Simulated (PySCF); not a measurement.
**Thallium: a sound run and one with changed settings**

Sound run: Tl⁺ [Xe] 4f14 5d10 6s2, Tl²⁺ [Xe] 4f14 5d10 6s1. All numbers are calculated (PySCF 2.14, scalar relativity through the core potential, in def2-SVP with the def2 core potential (60 electrons) (4s4p2d, 26 functions)). The sound run starts from symmetry-adapted Hartree-Fock orbitals and uses a fine grid where one is needed.

Changed run: radial step 0.5 in ln r (0.13 in the sound run). This setting is unsound on purpose.

```
species  method  sound run (hartree)  changed run (hartree)  converged
    Tl⁺     UHF           -171.32998             -171.32998        yes
    Tl⁺    TPSS           -172.25120             -172.22127        yes
    Tl⁺    PBE0           -172.29574             -172.25713        yes
   Tl²⁺     UHF           -170.65497             -170.65497        yes
   Tl²⁺    TPSS           -171.50588             -171.47675        yes
   Tl²⁺    PBE0           -171.55399             -171.51309        yes
```

Ionisation energy of Tl⁺:

| method | sound run (eV) | changed run (eV) |
| --- | --- | --- |
| UHF | 18.368 | 18.368 |
| TPSS | 20.281 | 20.259 |
| PBE0 | 20.184 | 20.246 |

A coarse radial grid mis-integrates the density and the exchange-correlation energy, with errors of either sign; Hartree-Fock needs no grid.

For comparison, NIST gives 20.428 eV between the lowest levels.
